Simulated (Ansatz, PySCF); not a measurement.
oxadisiletane (CH6OSi2), SMILES C1O[SiH2][SiH2]1. Atoms are numbered in the order given.

```xyz
10

C     -1.2721     0.6139     0.0000
O     -1.1021    -0.8300     0.0000
Si     0.5710    -1.1316     0.0000
Si     0.5788     1.2015     0.0000
H     -1.8474     0.9190    -0.8914
H     -1.8474     0.9190     0.8914
H      1.0205    -1.8873     1.2028
H      1.0205    -1.8873    -1.2028
H      1.0027     1.9569    -1.2124
H      1.0027     1.9569     1.2124
```
Charge 0, spin multiplicity 1.

The structure is a stationary point at TPSSh-D3(BJ)/def2-SVP.

Vertical ionisation energy (IE) and electron affinity (EA) in eV. Rows of orbital energies are one-electron estimates. Where ΔSCF, EOM or ADC give a negative EA the extra electron is unbound and the value depends on the basis.

| level | IE | EA |
|---|---|---|
| −ε(HOMO), −ε(LUMO), M06-2X/def2-TZVP (PySCF) | 8.71 | -0.36 |
| −ε(HOMO), −ε(LUMO), PBE/def2-TZVP (PySCF) | 6.52 | 1.32 |
| ΔSCF, PBE0/def2-SVPD (Ansatz), final states of multiplicity 2 and 2 | … | … |
| ΔSCF, PBE/def2-SVPD (Ansatz), final states of multiplicity 2 and 2 | 9.55 | -0.79 |

**Question.** What belongs in the gaps? (Estimate from the structure and the level; the computed values follow.)

**Answer.** 
- ΔSCF, PBE0/def2-SVPD (Ansatz, a quantum-chemistry and plane-wave program), final states of multiplicity 2 and 2, IE: 9.82
- ΔSCF, PBE0/def2-SVPD (Ansatz), final states of multiplicity 2 and 2, EA: -0.97

**Question.** What vertical singlet–triplet gap does ΔSCF give with PBE0/def2-SVPD (Ansatz) and with PBE/def2-SVPD (Ansatz)? (An estimate is asked for; the answer gives what the named calculation found.)

**Answer.** 5.31 and 5.02 eV (triplet above singlet where positive).
